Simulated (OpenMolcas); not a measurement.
**What dynamic correlation does to the levels of Ne⁺**

```
Program             : OpenMolcas
Basis               : ANO-RCC-VTZP [4s3p2d1f]
Scalar Hamiltonian  : DKH2, point nucleus
Active space        : 7 electrons in 9 orbitals (RAS2 2s 2p; RAS3 3d, at most 2 electrons)
State averaging     : 2S+1 = 2 odd, 3 roots; 2S+1 = 2 even, 1 root
Spin-orbit coupling : state interaction with AMFI integrals over the reference wave functions, term energies averaged over their components
```

Methods on the same reference wave functions:
A. RASSCF
B. SS-RASPT2, IPEA 0.25 Eh, imaginary shift 0.1 Eh (closed shells correlated: 1s)
C. XMS-RASPT2, IPEA 0.25 Eh, imaginary shift 0.1 Eh (closed shells correlated: 1s)

Energies in cm-1 above 2s2 2p5 2P* 3/2, the measured ground level; measured values from NIST Handbook of Basic Atomic Spectroscopic Data.

| Level | A | B | C | Measured |
| --- | --- | --- | --- | --- |
| 2s2 2p5 2P* 3/2 | 0.0 | 0.0 | 0.0 | 0.0 |
| 2s2 2p5 2P* 1/2 | 769 | 769 | 769 | 780 |
| 2s 2p6 2S 1/2 | 223222 | 218610 | 218970 | 217048 |

Deviations, from unrounded energies. A percentage is the sum of absolute deviations over the sum of measured energies, with the sign that they share, or ± where signs differ.

```tsv
Against measurement	Levels	A	B	C
mean absolute deviation (cm-1)	2	3100	790	970
fine structure of the ground term (%)	1	-1.5	-1.5	-1.5
other configurations (%)	1	+2.8	+0.7	+0.9
```

B lies closest to measurement on these levels and A furthest from it. The largest miss of B in the table is 2s 2p6 2S 1/2, by +1600 cm-1. The ranking rests on the paired levels alone, and a cruder setting can come out closer through cancelling errors.

Between B and C the level of the table that moves most is 2s 2p6 2S 1/2, by 360 cm-1 (lowest in B, highest in C). Moves below CASPT2's spread within the term are not significant.

The lowest spin-free term lies below A's lowest term by 0.140 hartree in B, 0.142 hartree in C.

CASPT2 does not keep the components of a term degenerate, so their means are used; among the terms shown or strongly mixed into the levels shown the widest spread is 42 cm-1 (2s2 2p5 2P*, C). Active for correlation alone: 3d; no level in the range computed is led by a configuration that fills it, so any true level of that kind is missing. Without dynamic correlation excited terms often stand tens of per cent too high (terms of higher spin than the ground term too low), and those without a measured partner can miss by more than the paired ones (holds for A). Computed and measured levels are paired by configuration, term and J; levels that our copy of the source lacks, or whose pairing is in doubt (as where it misses far off the trend of its configuration), stay unpaired and out of the deviations. Levels of configurations outside the active space are missing.

* marks odd parity.
